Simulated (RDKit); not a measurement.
RDKit input (UFF):

```python
from rdkit import Chem
from rdkit.Chem import AllChem, rdDetermineBonds

mol = Chem.MolFromXYZFile('mol.xyz')
rdDetermineBonds.DetermineBonds(mol, charge=-1)
print('SMILES', Chem.MolToSmiles(Chem.RemoveHs(mol)))
ff = AllChem.UFFGetMoleculeForceField(mol)
e0 = ff.CalcEnergy()
flag = ff.Minimize(maxIts=5000, forceTol=1e-5)
print(f'energy {e0:.4f} -> {ff.CalcEnergy():.4f} kcal/mol, converged: {flag == 0}')
print(Chem.MolToXYZBlock(mol))
```
mol.xyz:
```
6

S      0.08993900     0.00028500    -0.00039200
H     -1.22735200    -0.00389600     0.00534800
H     -0.05803800     1.64023700     0.02031800
H     -0.04779900    -1.64057300    -0.01985700
H     -0.04570700    -0.02023300     1.64062800
H     -0.06013000     0.01989700    -1.64016700
```

From its output:

```
Traceback (most recent call last):
  File "input.py", line 5, in <module>
ValueError: Unable to determine valence of atom 0 with atomic number 16 and 5 bonds. Check the input molecules bonding.
```

The program stopped with an error.

The geometry given is a B3LYP-D3(BJ)/def2-TZVP minimum.
